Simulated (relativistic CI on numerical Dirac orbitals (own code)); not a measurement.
One change at a time: Er¹⁴⁺

Base calculation: Dirac-Coulomb-Breit CI, KLI orbitals optimised for each configuration, model QED (radiative potential, 1s self-energy scaled to tabulated hydrogen-like ionisation energies), unscaled Slater integrals.

Configurations in the expansion (outside the closed core [Ar] 3d10 4p6 4d10): 4s2.4f7.5s, 4s2.4f8, 4s2.4f6.5s2, 4s2.4f5.5s2.6s, 4s2.4f5.5s.6s2, 4s2.4f6.6s2, 4f8.5s2. The list is cut by size and lacks configurations that can hold low levels.

Variants: (1) P86 correlation estimate; (2) Breit term removed. Shifts of the energy above 4s2.4f7.5s 9S°_4, in cm⁻¹, for the lowest level and the first level of each name with at least 55 % of one term (blank where a level changes its place among those of its configuration and J or its character, or is not in the variant):

| Level | Base | Δ(1) | Δ(2) |
| --- | --- | --- | --- |
| 4s2.4f7.5s 9S°_4 | 0.0 | 0.0 | 0.0 |
| 4s2.4f6.5s2 7F_0 | 23068.4 | +5388.7 | -3356.2 |
| 4s2.4f6.5s2 7F_1 | 24277.3 | +5388.2 | -3162.3 |
| 4s2.4f6.5s2 7F_2 | 26165.3 | +5387.3 | -2898.3 |
| 4s2.4f6.5s2 7F_3 | 28381.9 | +5386.0 | -2614.4 |
| 4s2.4f6.5s2 7F_4 | 30729.8 | +5384.2 | -2325.9 |
| 4s2.4f6.5s2 7F_5 | 33088.4 | +5381.7 | -2036.7 |
| 4s2.4f6.5s2 7F_6 | 35361.3 | +5377.7 | -1748.0 |
| 4s2.4f7.5s 7S°_3 | 36912.3 | 0.0 | -91.5 |
| 4s2.4f6.5s2 5D_0 | 51862.9 | +5388.3 | -3698.6 |
| 4s2.4f6.5s2 5D_1 | 56680.3 | +5389.8 | -3223.7 |
| 4s2.4f7.5s 7P°_4 | 59822.6 | +0.1 | -455.3 |
| 4s2.4f7.5s 7P°_3 | 61062.9 | +0.1 | -347.8 |
| 4s2.4f7.5s 7P°_2 | 62185.8 | +0.1 | -226.2 |
| 4s2.4f6.5s2 5D_2 | 62723.3 | +5390.1 | -2752.6 |
| 4s2.4f7.5s 7I°_3 | 65153.4 | 0.0 | -262.6 |
| 4s2.4f7.5s 7I°_9 | 65479.8 | 0.0 | +977.8 |
| 4s2.4f7.5s 7I°_4 | 65637.6 | 0.0 | -71.3 |
| 4s2.4f7.5s 7I°_5 | 66082.9 | 0.0 | +144.0 |
| 4s2.4f7.5s 7I°_8 | 66242.0 | 0.0 | +805.2 |
| 4s2.4f7.5s 7I°_6 | 66401.8 | 0.0 | +371.1 |
| 4s2.4f6.5s2 5L_6 | 66406.9 | +5386.3 | -2617.5 |

At this charge transitions that keep the count of f electrons are usually good to a few per cent. Terms inside the open d or f shell come out 10 to 20 % too wide with unscaled integrals. Levels and lines within the n = 5 or 6 shells can be off by up to 10 % or somewhat more, and those that change n by about 2 %, since core polarisation is missing. Levels that differ in their count of f electrons can be misplaced by several ten thousand cm⁻¹, since the correlation energy of f electrons is missing or only estimated; rates across such gaps can be off by orders of magnitude.

Ionisation energy from one configuration of each of the two ions, the ground ones as tabulated or assumed: base 302.264 eV; P86 correlation estimate 303.138 eV; Breit term removed 302.467 eV. The NIST ASD value (theoretical) is 311 ± 16 eV.

LS names give the leading component of a level, which can be under half, so a name can repeat, a term be missing and a line seem to break the LS rules.
